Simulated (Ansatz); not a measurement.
Cost and result up the ladder for InF3 (4 atoms). The state is a singlet with charge 0. Geometry: r2SCAN-D4/def2-TZVP.

```xyz
4

In    0.001    0.000    0.001
F     1.277    0.815    1.187
F    -0.046   -1.912   -0.203
F    -1.233    1.097   -0.985
```

Ansatz on 4 threads of Arm Neoverse V1 on a shared host. Times are rough, and most runs start from the orbitals of an earlier one. r2SCAN0-D4/def2-TZVP serves as the yardstick here, not as an exact answer. Differences are given only for rows in sets of like size (and for xTB, whose basis is part of the method), since another set adds its own error. Binding counts from free atoms at the same level (In doublet, F doublet; other spins of the atoms weren't run), without zero-point energy or a counterpoise term.

In the def2 sets In takes a core potential, while STO-3G treats all electrons; there is no spin–orbit coupling. Correlated methods freeze 7 core orbitals; core or outer-core shells of In are correlated, in sets that lack core-valence functions. The structure comes from a short search, and lower isomers may exist.

Correlated methods converge slowly with the basis.

| level | functions | binding energy per atom (eV) | difference from r2SCAN0-D4/def2-TZVP (eV) |
| --- | --- | --- | --- |
| PBE0-D4/def2-TZVP (with forces) | 143 | 3.06 | 0.09 |
| r2SCAN0-D4/def2-TZVP | 143 | 2.97 | 0.00 |
| PBE-D4/def2-TZVPD | 176 | 3.27 | 0.29 |
| PBE0-D4/def2-SVP | 68 | 2.98 | – |
| LDA (SPW92)/def2-TZVP | 143 | 3.80 | 0.83 |
| BHLYP-D4/def2-TZVP | 143 | 2.83 | -0.14 |
| CCSD(T)/def2-TZVPP | 143 | 3.06 | 0.08 |
| B2PLYP/def2-TZVP | 143 | 3.10 | 0.12 |
| RPA@PBE/def2-TZVP | 143 | 2.74 | -0.23 |
| r2SCAN-D4/def2-TZVP | 143 | 3.17 | 0.20 |
| PBE0-D4/def2-TZVPD | 176 | 3.06 | 0.09 |
| BLYP-D4/def2-TZVP | 143 | 3.17 | 0.19 |
| PBE-D4/def2-SVP | 68 | 3.21 | – |
| HF/STO-3G | 42 | 1.73 | – |

Q: Estimate how long each takes.

A: HF/STO-3G 0.2 s; PBE-D4/def2-SVP 0.4 s; LDA (SPW92)/def2-TZVP 0.5 s; PBE0-D4/def2-SVP 0.55 s; BLYP-D4/def2-TZVP 0.85 s; BHLYP-D4/def2-TZVP 1.1 s; PBE-D4/def2-TZVPD 1.1 s; PBE0-D4/def2-TZVP (with forces) 1.2 s; PBE0-D4/def2-TZVPD 1.4 s; r2SCAN-D4/def2-TZVP 1.5 s; r2SCAN0-D4/def2-TZVP 1.8 s; B2PLYP/def2-TZVP 1.8 s; RPA@PBE/def2-TZVP 1.8 s; CCSD(T)/def2-TZVPP 19 s. On shared hardware such times vary by a factor of up to 3.
